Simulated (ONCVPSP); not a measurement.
## What one change does to a pseudopotential (nickel, ONCV)

```json
{
  "Element": "nickel",
  "Generator": "ONCVPSP 4.0.1",
  "Type": "optimised norm-conserving Vanderbilt (ONCV)",
  "Functional": "PBEsol",
  "Relativity": "fully relativistic",
  "Frozen core": "[Ne]",
  "Valence charge": "18",
  "Reference configuration": "3s2 3p6 3d8 4s1 4p1",
  "Partial waves": "3s+4s: rc 1.05 bohr, ncon 4, nbas 7, qcut 9.6 1/bohr, 2 projectors; 3p+4p: rc 1.35 bohr, ncon 3, nbas 6, qcut 12.7 1/bohr, 2 projectors; 3d: rc 1.65 bohr, ncon 4, nbas 9, qcut 8.5 1/bohr, 2 projectors, debl 1.9 Ha",
  "Local potential": "polynomial inside 0.95 bohr (lpopt 3, dvloc0 -1 Ha)",
  "Core correction": "Teter function, fcfact 4.25, rcfact 1.55"
}
```

Open shells are filled in proportion to 2j + 1.

Change: p: qcut 9.1.

Cutoffs: the cutoffs (Ha) at which the residual kinetic energy of the hardest occupied pseudo-wave falls to 1 and 0.1 mHa per electron; they do not see the model core or the augmentation charge, which bear on the density cutoff. Errors are all-electron minus pseudo energies relative to the spin-unpolarised reference configuration.

Task: How do hardness, ghosts and transferability respond?

Result: The potential gets neither clearly harder nor softer (41 Ha and 89 Ha → 41 Ha and 89 Ha); the s channel sets the loose cutoff, while the largest relative change is in p, which becomes softer; the errors of the 3 common tests hardly move; neither file shows a bound ghost.

```csv
quantity,base,changed
"cutoff, loose",41 Ha,41 Ha
"cutoff, tight",89 Ha,89 Ha
loose cutoff by channel,"s 41 Ha, p 41 Ha, d 32 Ha","s 41 Ha, p 33 Ha, d 32 Ha"
bound ghosts,none,none
GHOST(+) flags under 300 eV,none,none
tests with a reliable result,3 of 4,3 of 4
"error for 3s2 3p6 3d8 4s2 4p0, meV [ΔE -4.63 eV]",+1.0,+0.9
"error for 3s2 3p6 3d8 4s1 4p0, meV [ΔE 4.71 eV]",+0.7,+0.7
"error for 3s2 3p6 3d8 4s0 4p0, meV [ΔE 21.97 eV]",+9.9,+9.9
s: phases at 1.06 bohr within 0.05 rad from the reference energy up to (Ha; the scan ends near 5),to the end of the scan,to the end of the scan
p3/2: phases at 1.37 bohr within 0.05 rad from the reference energy up to (Ha; the scan ends near 5),to the end of the scan,to the end of the scan
p1/2: phases at 1.37 bohr within 0.05 rad from the reference energy up to (Ha; the scan ends near 5),to the end of the scan,to the end of the scan
d5/2: phases at 1.68 bohr within 0.05 rad from the reference energy up to (Ha; the scan ends near 5),to the end of the scan,to the end of the scan
d3/2: phases at 1.68 bohr within 0.05 rad from the reference energy up to (Ha; the scan ends near 5),to the end of the scan,to the end of the scan
"rms error of d²Exc/dni dnj with the model core, mHa",4.77,4.74
```
